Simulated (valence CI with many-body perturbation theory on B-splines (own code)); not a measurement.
**Tl XLI: what each term of the Hamiltonian does**

Computed by valence CI with perturbative core correlation (CI+MBPT): five valence electrons over a frozen Dirac-Fock core [Kr], radial functions for each j: 7 s, 7 p, 8 d, 6 f, 4 g, 1 h, with the one-electron correlation potential Σ1 (screened to all orders), the two-electron term Σ2, the three-electron term Σ3, Breit, model QED; selected single and double excitations, second order for the rest (own B-spline code, finite nucleus).

The last digits are not significant, and no measured levels were compared; by estimate large intervals hold to a few tenths of a per cent, small ones and those within an open d or f shell to about a per cent. Only levels of the ground parity were solved; by the run's estimate the other parity begins above the list, which can be wrong where configurations are misplaced.

Each rung adds one term. CI alone is the Dirac-Coulomb CI over the frozen core; QED comes last and gives the full result, which names the levels. Energies are above (4d3/2^4 4d5/2) J=5/2 on the same rung, in eV.

Levels are named by their leading jj configuration (3d3/2^4 stands for four electrons in 3d with j = 3/2), which in mixed levels can hold well under half, so a name can repeat and another be missing. Letters in brackets count levels of one name in rising energy.

```csv
Level,CI alone,+ Σ1,+ Σ2,+ Σ3,+ Breit,Full
(4d3/2^3 4d5/2^2) J=5/2 [a],23.159,23.276,23.458,23.596,23.069,23.143
(4d3/2^3 4d5/2^2) J=7/2 [a],28.892,29.010,28.894,28.878,28.280,28.353
(4d3/2^3 4d5/2^2) J=3/2 [a],29.285,29.402,29.472,29.420,28.922,28.995
(4d3/2^3 4d5/2^2) J=11/2,30.385,30.506,30.188,30.157,29.386,29.459
(4d3/2^3 4d5/2^2) J=9/2,32.235,32.357,32.053,31.993,31.312,31.386
(4d3/2^3 4d5/2^2) J=5/2 [b],33.482,33.605,33.409,33.324,32.715,32.790
(4d3/2^3 4d5/2^2) J=1/2,34.641,34.767,34.701,34.588,34.042,34.119
(4d3/2^3 4d5/2^2) J=7/2 [b],35.713,35.836,35.473,35.265,34.653,34.726
(4d3/2^3 4d5/2^2) J=3/2 [b],42.368,42.497,42.535,42.296,41.769,41.848
(4d3/2^2 4d5/2^3) J=5/2 [a],51.431,51.661,51.956,52.023,50.996,51.141
(4d3/2^2 4d5/2^3) J=7/2 [a],55.647,55.884,55.873,55.862,54.729,54.876
(4d3/2^2 4d5/2^3) J=11/2,56.721,56.961,56.738,56.727,55.435,55.582
(4d3/2^2 4d5/2^3) J=9/2 [a],57.255,57.493,57.346,57.302,56.085,56.232
(4d3/2^2 4d5/2^3) J=1/2 [a],58.352,58.590,58.632,58.562,57.535,57.683
(4d3/2^2 4d5/2^3) J=13/2,59.759,60.002,59.567,59.493,58.057,58.205
(4d3/2^2 4d5/2^3) J=3/2 [a],59.017,59.252,59.654,59.546,58.509,58.657
(4d3/2^2 4d5/2^3) J=5/2 [b],59.974,60.212,60.156,60.036,58.921,59.068
(4d3/2^2 4d5/2^3) J=9/2 [b],62.677,62.914,62.984,62.826,61.632,61.779
(4d3/2^2 4d5/2^3) J=7/2 [b],63.970,64.211,63.893,63.680,62.461,62.609
(4d3/2^2 4d5/2^3) J=5/2 [c],63.945,64.182,64.293,64.105,63.051,63.198
(4d3/2^2 4d5/2^3) J=3/2 [b],64.837,65.073,64.811,64.448,63.344,63.489
(4d3/2^2 4d5/2^3) J=1/2 [b],66.903,67.140,67.161,66.861,65.815,65.962
(4d3/2^2 4d5/2^3) J=7/2 [c],67.449,67.689,67.636,67.358,66.191,66.339
(4d3/2^2 4d5/2^3) J=9/2 [c],71.377,71.620,71.296,70.980,69.782,69.931
(4d3/2^2 4d5/2^3) J=3/2 [c],77.451,77.691,77.254,76.790,75.761,75.908
(4d3/2^2 4d5/2^3) J=5/2 [d],78.875,79.123,78.938,78.501,77.427,77.579
(4d3/2 4d5/2^4) J=5/2 [a],84.158,84.506,85.071,84.914,83.346,83.566
(4d3/2 4d5/2^4) J=7/2 [a],88.399,88.754,89.105,88.915,87.245,87.467
(4d3/2 4d5/2^4) J=3/2 [a],89.339,89.691,90.175,89.983,88.422,88.643
(4d3/2 4d5/2^4) J=11/2,89.987,90.345,90.464,90.284,88.448,88.670
(4d3/2 4d5/2^4) J=9/2,92.734,93.090,93.126,92.848,91.112,91.333
```

Question: How does the ionisation energy move along the ladder, and which term matters most?

Answer: CI alone 1916.8, + Σ1 1919.4, + Σ2 1923.0, + Σ3 1923.0, + Breit 1922.3, + QED 1922.3 eV. The largest step is Σ2, 3.5 eV. NIST lists 1920 ± 4 eV (theoretical).
